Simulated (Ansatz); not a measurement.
Isolated molecules relaxed with PBE0-D4/def2-TZVP in Ansatz; ΔE leaves out vibrations. CCSD(T)/CBS is the MP2 limit (def2-TZVPP, def2-QZVPP) plus CCSD(T) − MP2 in def2-TZVPP, frozen cores. This one scheme is used for every species. DFT in def2-TZVPP. For Se outer-core shells are correlated without core-valence functions, which leaves a few kJ/mol of doubt a bond. Scalar relativity is left out up to krypton. Each species was taken in one conformer, which may not be the lowest.

`ClB(Cl)[SeH]` + `O=CC[SiH3]` → `O=CC([SiH3])[SeH]` + `ClBCl`  (formal exchange of groups at the Se–B bond)

| level | ΔE (kJ/mol) |
| --- | --- |
| PBE | 102.3 |
| HF/def2-TZVPP | 108.6 |

What does CCSD(T)/CBS give? (Best estimate.)

Ansatz gave: +101.8 kJ/mol. The listed levels differ from it by 0.5, 6.8 kJ/mol.

Largest T1 diagnostic among the species: 0.014.

The D4 term adds −3.5 kJ/mol with B3LYP and −2.0 kJ/mol with PBE0; it sums over pairs of atoms, weighted by their polarisabilities, and B3LYP, whose exchange is more repulsive, gets the larger term. In def2-TZVPP, CCSD(T) changes the Hartree–Fock value by −8.3 kJ/mol (the triples alone add −2.0 kJ/mol) and MP2 by −7.9 kJ/mol. From PBE to PBE0 (25 % exact exchange), in def2-TZVPP and without D4, ΔE moves by +3.8 kJ/mol.

B3LYP here is the variant with VWN-RPA as its local correlation; programs differ in this.
